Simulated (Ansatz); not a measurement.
C4H6Si, SMILES `C#C/C=C\[SiH3]`, relaxed with RKS PBE0-D4/def2-TZVP in Ansatz from a PBE-D4/def2-SVP geometry. The force threshold is 0.005 eV/Å; the program also tests the step.

Charge 0, multiplicity 1.

Start:

```xyz
11

C     1.236   -0.242    2.216
C     0.358   -0.616    1.443
C    -0.660   -1.051    0.549
C    -0.909   -0.481   -0.663
Si    0.049    0.982   -1.368
H     2.004    0.082    2.903
H    -1.268   -1.910    0.893
H    -1.730   -0.919   -1.259
H    -0.056    2.181   -0.464
H     1.505    0.642   -1.538
H    -0.528    1.333   -2.712
```

| step | energy (eV) | largest force (eV/Å) | largest move (Å) |
| --- | --- | --- | --- |
| 1 | -12113.8461 | 1.911 | 0.000 |
| 2 | -12113.9176 | 0.232 | 0.053 |
| 3 | -12113.9205 | 0.034 | 0.015 |
| 4 | -12113.9207 | 0.015 | 0.007 |
| 5 | -12113.9208 | 0.018 | 0.017 |
| 6 | -12113.9209 | 0.018 | 0.007 |
| 7 | -12113.9209 | 0.008 | 0.001 |
| 8 | -12113.9209 | 0.003 | 0.002 |

End:

```xyz
11

C     1.217   -0.223    2.160
C     0.352   -0.603    1.415
C    -0.666   -1.048    0.535
C    -0.908   -0.485   -0.656
Si    0.057    0.965   -1.331
H     1.983    0.115    2.817
H    -1.259   -1.893    0.882
H    -1.715   -0.910   -1.248
H    -0.056    2.139   -0.427
H     1.493    0.616   -1.485
H    -0.498    1.326   -2.662
```

It took 28 s on 4 threads of an Arm Neoverse V1 on a shared host, with 0.47 GiB of host memory at the peak.
